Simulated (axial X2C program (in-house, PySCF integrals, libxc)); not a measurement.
**Which functional? An output for GaP⁻**

An SCF output computed with an axial X2C code built on PySCF integrals for GaP⁻ at 2.134 Å, two-component, state Ω = 1/2, Ga dyall-acv3z [10s10p8d5f1g], P dyall-av3z [9s8p3d2f] (cores contracted in-house), without its first line:

```
basis functions 186  fitting functions 1035  grid points 5083
iter        total energy     max residual
   1      -2283.131211483     1.56e-01
   2      -2283.159306271     9.99e-03
   3      -2283.160474769     7.17e-03
   4      -2283.161088994     1.53e-03
   5      -2283.161235170     6.82e-04
   6      -2283.161306623     5.82e-04
   7      -2283.161339771     4.21e-04
   8      -2283.161378596     4.56e-04
   9      -2283.161427882     4.36e-04
  10      -2283.161491857     3.84e-04
  11      -2283.161556681     3.48e-04
  12      -2283.161702551     2.71e-04
  13      -2283.161816623     2.02e-04
  14      -2283.161812791     2.53e-04
  15      -2283.161832386     2.45e-04
  16      -2283.161840527     2.67e-04
  17      -2283.161835952     2.55e-04
  18      -2283.161820831     1.99e-04
  19      -2283.161790833     1.17e-04
  20      -2283.161779258     6.70e-05
  21      -2283.161775381     4.60e-05
  22      -2283.161775165     2.74e-05
  23      -2283.161775197     1.59e-05
  24      -2283.161775244     9.24e-06
  25      -2283.161775225     6.76e-06
  26      -2283.161775229     2.78e-06
  27      -2283.161775230     1.42e-06
converged
one-electron -3420.22121858  Coulomb 1119.81827308  exact exchange -97.37486917  xc functional 0.00000000  nuclear repulsion 115.30806142  atomic mean-field constant -0.69202198
```

Task: Which level of theory produced it?
A. PBE0
B. HF
C. BLYP

Result: B. The exact-exchange term against the functional term shows a share of 1 of exact exchange.
